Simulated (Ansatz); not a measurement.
A first, cheap relaxation of C$_{3}$N$_{3}$Si (`N#C[Si](C#N)C#N`) radical.

```yaml
crystal:
  periodic: [false, false, false]
  atoms:
    - {symbol: N, position_ang: [1.967400, -2.212000, 0.528100]}
    - {symbol: C, position_ang: [1.296200, -1.213600, 0.291100]}
    - {symbol: Si, position_ang: [0.310200, 0.340500, -0.084300]}
    - {symbol: C, position_ang: [-0.501400, 0.321500, -1.687800]}
    - {symbol: N, position_ang: [-1.132900, 0.303300, -2.719300]}
    - {symbol: C, position_ang: [-0.649700, 0.993500, 1.361900]}
    - {symbol: N, position_ang: [-1.228700, 1.398800, 2.264700]}
basis:
  gaussian: {orbitals: def2-SVP}
magnetization: {spin_polarized: true, initial_magnetization: 1}
hamiltonian: {xc: pbe, dispersion: d4}
relax: {f_tol: 0.03, max_steps: 200}
```

```sh
$ ansatz run in.yaml --threads 4 --pin off --events-out ev --progress --plain --max-ram 10444MiB
```

Shortened log:

```
Functional definition: PBE
mean field -15434.19209398 eV, -567.1960977825 hartree, gradient 6.0e-5 eV, S^2 0.755619; 0 other end points of the search recorded, 0 dependent functions left out
relax step   1: F+E_penalty+E_count = -15434.39561376 eV  Δ(F+E_penalty+E_count) = +0.000e0 eV  max|allowed force component| = 3.869e0 eV/Å  Δτ_max = 0.0000 Å  (38 SCF iters, accepted)
mean field -15434.50275644 eV, -567.2075144176 hartree, gradient 2.7e-5 eV, S^2 0.754312; 0 other end points of the search recorded, 0 dependent functions left out
relax step   2: F+E_penalty+E_count = -15434.71059365 eV  Δ(F+E_penalty+E_count) = -3.150e-1 eV  max|allowed force component| = 6.127e-1 eV/Å  Δτ_max = 0.1420 Å  (42 SCF iters, accepted)
mean field -15434.51823439 eV, -567.2080832216 hartree, gradient 2.5e-5 eV, S^2 0.754177; 0 other end points of the search recorded, 0 dependent functions left out
relax step   3: F+E_penalty+E_count = -15434.72685506 eV  Δ(F+E_penalty+E_count) = -1.626e-2 eV  max|allowed force component| = 2.305e-1 eV/Å  Δτ_max = 0.0199 Å  (37 SCF iters, accepted)
mean field -15434.53021863 eV, -567.2085236344 hartree, gradient 2.5e-5 eV, S^2 0.754294; 0 other end points of the search recorded, 0 dependent functions left out
relax step   4: F+E_penalty+E_count = -15434.73835829 eV  Δ(F+E_penalty+E_count) = -1.150e-2 eV  max|allowed force component| = 2.796e-2 eV/Å  Δτ_max = 0.0635 Å  (41 SCF iters, accepted)
mean field -15434.53021863 eV, -567.2085236344 hartree, gradient 2.5e-5 eV, S^2 0.754294; 1 other end points of the search recorded, 0 dependent functions left out
Total energy: -15434.73838472 eV, -567.2161735969 hartree
Atom 0 at     1.898605    -2.154792     0.518137 Å, force    -0.002315     0.002952    -0.002576 eV/Å
Atom 1 at     1.262850    -1.192471     0.286570 Å, force     0.024873    -0.013541     0.005754 eV/Å
Atom 2 at     0.417520     0.386443    -0.084027 Å, force    -0.019059    -0.017612     0.000637 eV/Å
Atom 3 at    -0.546804     0.286174    -1.634830 Å, force    -0.011261     0.012455    -0.027964 eV/Å
Atom 4 at    -1.110369     0.301459    -2.667333 Å, force     0.008575    -0.003179     0.002798 eV/Å
Atom 5 at    -0.626023     0.933596     1.314750 Å, force    -0.001424     0.020256     0.023142 eV/Å
Atom 6 at    -1.234679     1.371591     2.221133 Å, force     0.000611    -0.001330    -0.001790 eV/Å
Dipole moment:     0.281488     0.270823    -0.053772 e Å
```

Hardware: 4 threads of an Arm Neoverse V1 on a shared host. Wall time 7.5 s, peak host memory 0.17 GiB.
